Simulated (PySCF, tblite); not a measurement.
Compound: C4H7FS2Si.
Geometry (GFN2-xTB, Å), atoms numbered from 1 in this order:
```xyz
15
C4H7FS2Si angstrom
F      3.863    0.327    1.009
C      2.662   -0.083    0.584
C      2.204    0.209   -0.621
Si     0.538   -0.357   -1.254
S     -0.847    1.260   -1.567
C     -1.895    0.880   -0.116
C     -2.093   -0.609    0.038
S     -0.493   -1.456    0.278
H      2.148   -0.669    1.333
H      2.823    0.803   -1.277
H      0.613   -1.122   -2.491
H     -2.847    1.381   -0.289
H     -1.417    1.308    0.765
H     -2.575   -1.037   -0.841
H     -2.691   -0.829    0.922
```

Theory: wB97X-D/def2-SVPD in PySCF (dipole) on a GFN2-xTB geometry, gas phase.

Take the most abundant isotopes and a rigid rotor. The values belong to one conformer with, in the numbering `[F:1]/[CH:2]=[CH:3]/[SiH:4]1[S:5][CH2:6][CH2:7][S:8]1`, C2–C3–Si4–S5 113°, C3–Si4–S5–C6 -107°, Si4–S5–C6–C7 -40°, S5–C6–C7–S8 60°, C6–C7–S8–Si4 -44°.

Q: What are A, B and C (GHz)?

A: Ia = 261.63, Ib = 677.67, Ic = 803.56 u·Å²; 505379 MHz·u·Å²/I gives 1932, 745.8 and 628.9 MHz, that is A = 1.9317, B = 0.7458, C = 0.6289 GHz.

Q: What kind of rotor is it?

A: An asymmetric top. Ray's parameter κ = (2B − A − C)/(A − C) = -0.821; −1 is the prolate and +1 the oblate limit.

Q: Is it planar, by Δ = Ic − Ia − Ib?

A: Not planar: Δ = Ic − Ia − Ib = -135.73 u·Å². For a rigid frame Δ = −2 Σ m c², so Σ m c² = 67.86 u·Å² lies off the ab plane: 13.89 from hydrogen and 53.98 from heavier atoms. The atom farthest from that plane is 2.36 Å away.

Q: Where do the levels up to J = 2 lie, in MHz?

A: Above 0(0,0):
J = 1: 1(0,1) 1375, 1(1,1) 2561, 1(1,0) 2677
J = 2: 2(0,2) 4116, 2(1,2) 5193, 2(1,1) 5544, 2(2,1) 9101, 2(2,0) 9110

Q: Which lines would a microwave search look for?

A: The dipole components are |μa| = 1.70 D, |μb| = 0.61 D, |μc| = 0.56 D. Intensities carry the squares of the components, which stand as 1.00 : 0.13 : 0.11 (a : b : c). Some lines, for components of 0.1 D or more:

```tsv
type	branch	J(Ka,Kc)	MHz	lower level (cm⁻¹)
c	Q	2(1,2) ← 2(0,2)	1077	0.137
c	Q	1(1,1) ← 1(0,1)	1186	0.046
b	Q	1(1,0) ← 1(0,1)	1303	0.046
a	R	1(0,1) ← 0(0,0)	1375	0.000
b	Q	2(1,1) ← 2(0,2)	1428	0.137
b	R	1(1,1) ← 0(0,0)	2561	0.000
a	R	2(1,2) ← 1(1,1)	2633	0.085
c	R	1(1,0) ← 0(0,0)	2677	0.000
a	R	2(0,2) ← 1(0,1)	2741	0.046
b	Q	2(2,0) ← 2(1,1)	3566	0.185
b	Q	2(2,1) ← 2(1,2)	3908	0.173
c	R	2(1,1) ← 1(0,1)	4169	0.046
b	R	2(2,1) ← 1(1,0)	6424	0.089
c	R	2(2,0) ← 1(1,0)	6432	0.089
c	R	2(2,1) ← 1(1,1)	6541	0.085
b	R	2(2,0) ← 1(1,1)	6549	0.085
```

Q: Estimate the classical rotational partition function at 10 K, 25 K and 500 K.

A: Point group C1, symmetry number σ = 1; q = (√π/σ)·√((kT/h)³/(ABC)), k/h = 20836.6 MHz/K: 5600 at 10 K, 22100 at 25 K, 1980000 at 500 K.

Its GFN2-xTB frequencies are all real (lowest 37 cm⁻¹). These are rigid-rotor constants of the computed structure; measured ground-state constants (B0) also hold zero-point vibration.
